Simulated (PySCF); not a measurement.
Structure problem from calculated spectra and properties.

Formula: C7H4FO; charge +1.

- UV, strongest line: among the 8 lowest singlet transitions: S2 at 4.48 eV (277 nm, f = 0.340) [TDDFT wB97X-D/def2-SVPD]
- 13C NMR: chemical shifts (computed TMS as zero) by class: 192.4 (1 C), 174.9 (1 C), 165.7 (1 C), 128.8 (1 C), 127.9 (1 C), 124.3 (1 C), 78.5 (1 C) ppm [GIAO PBE0/pcSseg-1]
- 1H NMR: chemical shifts (computed TMS as zero) by class: 9.27 (1 H), 8.26 (1 H), 8.22 (1 H), 5.32 (1 H) ppm [GIAO PBE0/pcSseg-1]
- Rotational structure: rotational constants A, B, C: 3.583, 1.200, 0.899 GHz [GFN2-xTB]
- NMR, other nuclei: isotropic shieldings of nuclei other than C and H, by class: -4 (1 O), 205 (1 F) ppm [GIAO PBE0/pcSseg-1]
- Triplet: lowest triplet excitation (Tamm–Dancoff): 3.09 eV [TDA wB97X-D/def2-SVPD]
- Polarisability: 82.8 au [wB97X-D/def2-SVPD]
- UV, first state: lowest singlet excitation: 4.36 eV (284 nm, f = 0.000) [TDDFT wB97X-D/def2-SVPD]

The electronic properties come from PySCF, for the isolated species, density fitting. Levels stand in brackets. Isolated species at its GFN2-xTB geometry, gas phase. NMR values are class means; diastereotopic atoms form classes of their own.

Problem. What is the compound? Reason from the data.

Solution. Numbering: `[CH:1]#[C:2][c:3]1[cH:4][c:5]([F:6])[cH:7][cH:8][o+:9]1`. 7 carbons fall into 7 classes; from least to most shielded: aromatic C–F carbon [C5] (192.4 ppm), aromatic CH next to a ring oxygen [C8] (174.9 ppm), substituted aromatic carbon [C3] (165.7 ppm), aromatic CH carbon [C4] (128.8 ppm), terminal alkyne carbon [C1] (127.9 ppm), aromatic CH carbon [C7] (124.3 ppm), alkyne carbon [C2] (78.5 ppm). Hydrogen classes from least to most shielded: 1 H on an aromatic CH next to a ring oxygen, C8 (9.27 ppm), 1 H on an aromatic CH carbon, C4 (8.26 ppm), 1 H on an aromatic CH carbon, C7 (8.22 ppm), 1 H on a terminal alkyne carbon, C1 (5.32 ppm). The other shieldings belong to: -4 ppm, ring oxygen [O9]; 205 ppm, aryl fluorine [F6]. S1 is mainly HOMO−1→LUMO (weight 0.88); the largest Löwdin shares of the orbital it empties are 0.45 on the alkyne carbon, 0.42 on the terminal alkyne carbon and 0.05 on the substituted aromatic carbon, of the orbital it fills 0.19 on the aromatic C–F carbon, 0.19 on the substituted aromatic carbon, 0.15 on the ring oxygen and 0.10 on the terminal alkyne carbon. The optimised geometry has point group Cs and is an asymmetric top. Structure: `C#Cc1cc(F)cc[o+]1`. The assignments are read from this structure; whether some other isomer fits the data as well wasn't checked.
